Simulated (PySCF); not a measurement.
Si(H)(Cl)(OH)(OMe) (CH5ClO2Si), SMILES CO[SiH](O)Cl. Atoms are numbered in the order given.

```xyz
10

Si     0.5644    -0.2375    -0.3218
O      1.7718    -0.9328     0.5495
Cl     0.1088     1.6688     0.3879
O     -0.7952    -1.1542    -0.1712
C     -2.1224    -0.8127    -0.5119
H      1.0545    -0.1090    -1.7057
H      1.5811    -1.1709     1.4653
H     -2.2678    -0.8066    -1.6071
H     -2.7988    -1.5652    -0.0791
H     -2.3989     0.1801    -0.1171
```
Charge 0, spin multiplicity 1.

The structure is a stationary point at B3LYP-D3(BJ)/def2-SVP. The structure was generated by enumeration, and PubChem lists no compound with its InChIKey, so it may never have been made. The values are those of a single conformer.

These are PySCF with PBE/def2-TZVP values and carry that method's errors.

Atomic charges (e):

```tsv
atom	Löwdin	IAO
Si1	-0.31	1.28
O2	-0.08	-0.76
Cl3	0.20	-0.34
O4	0.09	-0.62
C5	-0.37	-0.21
H6	-0.04	-0.15
H7	0.18	0.37
H8	0.11	0.14
H9	0.11	0.16
H10	0.10	0.14
```

Computed Mayer and Wiberg (Löwdin basis) orders of the bonds:
| bond | Mayer | Wiberg |
|---|---|---|
| Si1–O2 | 1.30 | 1.74 |
| Si1–Cl3 | 1.13 | 1.78 |
| Si1–O4 | 1.23 | 1.61 |
| O4–C5 | 0.96 | 1.52 |
| Si1–H6 | 0.92 | 0.91 |
| O2–H7 | 0.87 | 1.01 |
| C5–H8 | 0.97 | 0.94 |
| C5–H9 | 0.96 | 0.94 |
| C5–H10 | 0.96 | 0.93 |
